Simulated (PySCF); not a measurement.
Delta-SCF ions had no search for a lower state. Excitations are Tamm–Dancoff values on a coarser integration grid. The basis has no diffuse functions, so Rydberg states are missing or too high.

## H$_{5}$InN$_{2}$, SMILES `[InH]([NH2])[NH2]` (charge 0, multiplicity 1)

These are CAM-B3LYP-D3(BJ)/def2-TZVP run with PySCF values and carry that method's errors.

```
Property                                                       Value
-------------------------------------------  -----------------------
HOMO                                                        -7.98 eV
dipole moment                                                 0.24 D
HOMO–LUMO gap                                                8.36 eV
LUMO                                                         0.38 eV
S1 excitation (TDA)                                          5.22 eV
S1 oscillator strength                                         0.002
brightest of the four lowest singlets (TDA)                  5.79 eV
T1 excitation (TDA)                                          4.71 eV
S1–T1 gap (TDA)                                              0.51 eV
vertical ionisation energy (Delta-SCF)                       8.83 eV
total energy                                            -302.6312 Ha
cost                                         roughly 70 core-seconds
```

```xyz
8

N     -1.6778    -0.2523    -0.2013
In     0.0343     0.7693     0.0505
N      1.6480    -0.4235     0.1579
H     -2.5816     0.1684    -0.0678
H     -1.7285    -1.2515    -0.0942
H      0.1093     2.4608     0.1612
H      1.6106    -1.4009    -0.0784
H      2.5858    -0.0703     0.0721
```
